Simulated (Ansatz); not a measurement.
A first, cheap relaxation of CH$_{6}$BCl$_{2}$N, SMILES `C[B-]([NH3+])(Cl)Cl`.

```yaml
crystal:
  periodic: [false, false, false]
  atoms:
    - {symbol: C, position_ang: [-1.145700, 0.201500, 0.571800]}
    - {symbol: B, position_ang: [0.061100, 0.364400, -0.430600]}
    - {symbol: N, position_ang: [1.086800, -0.697100, -0.096700]}
    - {symbol: Cl, position_ang: [-0.432500, 0.142500, -2.186200]}
    - {symbol: Cl, position_ang: [0.815400, 2.053600, -0.285900]}
    - {symbol: H, position_ang: [-1.950700, 1.033500, 0.303100]}
    - {symbol: H, position_ang: [-0.839900, 0.398200, 1.614100]}
    - {symbol: H, position_ang: [-1.617900, -0.741200, 0.458000]}
    - {symbol: H, position_ang: [1.937600, -0.594200, -0.690200]}
    - {symbol: H, position_ang: [1.454000, -0.564600, 0.922700]}
    - {symbol: H, position_ang: [0.697100, -1.653800, -0.159600]}
basis:
  gaussian: {orbitals: def2-SVP}
hamiltonian: {xc: pbe, dispersion: d4}
relax: {f_tol: 0.03, max_steps: 200}
```

```sh
$ ansatz run in.yaml --threads 4 --pin off --events-out ev --progress --plain
```

Output, abridged:

```
Functional definition: PBE
mean field -28324.39229408 eV, -1040.9022178447 hartree, gradient 5.6e-5 eV, S^2 0.000000; 0 other end points of the search recorded, 0 dependent functions left out
relax step   1: F+E_penalty+E_count = -28324.67302549 eV  Δ(F+E_penalty+E_count) = +0.000e0 eV  max|allowed force component| = 3.044e0 eV/Å  Δτ_max = 0.0000 Å  (27 SCF iters, accepted)
mean field -28324.78842040 eV, -1040.9167752185 hartree, gradient 1.1e-5 eV, S^2 0.000000; 0 other end points of the search recorded, 0 dependent functions left out
relax step   2: F+E_penalty+E_count = -28325.06554491 eV  Δ(F+E_penalty+E_count) = -3.925e-1 eV  max|allowed force component| = 1.265e0 eV/Å  Δτ_max = 0.1574 Å  (29 SCF iters, accepted)
mean field -28324.85075764 eV, -1040.9190660697 hartree, gradient 5.9e-6 eV, S^2 0.000000; 0 other end points of the search recorded, 0 dependent functions left out
relax step   3: F+E_penalty+E_count = -28325.12697081 eV  Δ(F+E_penalty+E_count) = -6.143e-2 eV  max|allowed force component| = 3.513e-1 eV/Å  Δτ_max = 0.0359 Å  (28 SCF iters, accepted)
mean field -28324.85570823 eV, -1040.9192480006 hartree, gradient 6.5e-6 eV, S^2 0.000000; 0 other end points of the search recorded, 0 dependent functions left out
relax step   4: F+E_penalty+E_count = -28325.13122367 eV  Δ(F+E_penalty+E_count) = -4.253e-3 eV  max|allowed force component| = 2.439e-1 eV/Å  Δτ_max = 0.0333 Å  (29 SCF iters, accepted)
mean field -28324.86201463 eV, -1040.9194797565 hartree, gradient 6.3e-6 eV, S^2 0.000000; 0 other end points of the search recorded, 0 dependent functions left out
relax step   5: F+E_penalty+E_count = -28325.13703549 eV  Δ(F+E_penalty+E_count) = -5.812e-3 eV  max|allowed force component| = 4.776e-2 eV/Å  Δτ_max = 0.0323 Å  (29 SCF iters, accepted)
mean field -28324.86245787 eV, -1040.9194960452 hartree, gradient 6.2e-6 eV, S^2 0.000000; 0 other end points of the search recorded, 0 dependent functions left out
relax step   6: F+E_penalty+E_count = -28325.13773148 eV  Δ(F+E_penalty+E_count) = -6.960e-4 eV  max|allowed force component| = 1.111e-2 eV/Å  Δτ_max = 0.0140 Å  (31 SCF iters, accepted)
mean field -28324.86245787 eV, -1040.9194960452 hartree, gradient 8.2e-6 eV, S^2 0.000000; 1 other end points of the search recorded, 0 dependent functions left out
Total energy: -28325.13776296 eV, -1040.9296133207 hartree
Atom 0 at    -1.219378     0.255778     0.575199 Å, force    -0.003197     0.005351    -0.003167 eV/Å
Atom 1 at     0.006681     0.428686    -0.434975 Å, force     0.009049    -0.011109     0.004983 eV/Å
Atom 2 at     1.153814    -0.696605    -0.085678 Å, force    -0.002842    -0.002540     0.004765 eV/Å
Atom 3 at    -0.409495     0.050876    -2.212304 Å, force    -0.003062     0.001088    -0.000075 eV/Å
Atom 4 at     0.935055     2.033485    -0.241280 Å, force    -0.002533     0.001968     0.000794 eV/Å
Atom 5 at    -1.996893     1.011573     0.345200 Å, force    -0.002771     0.000032     0.001891 eV/Å
Atom 6 at    -0.926449     0.412434     1.636076 Å, force     0.000336    -0.000093    -0.003917 eV/Å
Atom 7 at    -1.707419    -0.739464     0.490868 Å, force     0.002292     0.002949    -0.000796 eV/Å
Atom 8 at     1.947041    -0.587572    -0.736845 Å, force    -0.002269     0.001923    -0.000519 eV/Å
Atom 9 at     1.506040    -0.575397     0.876616 Å, force     0.000870    -0.002105    -0.004223 eV/Å
Atom 10 at     0.776303    -1.650994    -0.192377 Å, force     0.004126     0.002536     0.000264 eV/Å
Dipole moment:     0.605912    -0.949634     0.541865 e Å
```

Hardware: 4 threads of a server CPU on a shared host. Wall time 7 s, peak host memory 0.17 GiB.
